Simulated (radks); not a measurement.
All-electron atom: Mg VI in [He] 2s2 2p3.

Method: scalar-relativistic Kohn-Sham, PBE, spin-polarised, spherical densities, finite nucleus; open shells are filled with parallel spins first; Fermi nuclear charge, rms radius 3.057 fm; computed with a radial shooting solver on a logarithmic mesh with Libxc functionals.

Energy parts (eV):
part                      energy
total                  -5095.826
kinetic                 5106.707
electron-nucleus      -11340.499
Hartree                 1496.446
exchange-correlation    -358.481

Orbitals (lengths in bohr, moments of r in powers of bohr; r(90%) holds 90 % of the orbital's charge):
\begin{tabular}{lrrr}
orbital & occ. & eigenvalue (eV) & r(90%) \\ \hline
1s up & 1 & -1406.950 & 0.233 \\
1s down & 1 & -1401.967 & 0.233 \\
2s up & 1 & -198.8500 & 0.968 \\
2s down & 1 & -187.9992 & 0.990 \\
2p up & 3 & -168.8126 & 0.935 \\
2p down & 0 & -156.9697 & 0.968 \\
\end{tabular}

The highest occupied level is 2p up at -168.81 eV. The electron density at the nucleus is 1178 e/bohr^3 (large components only).
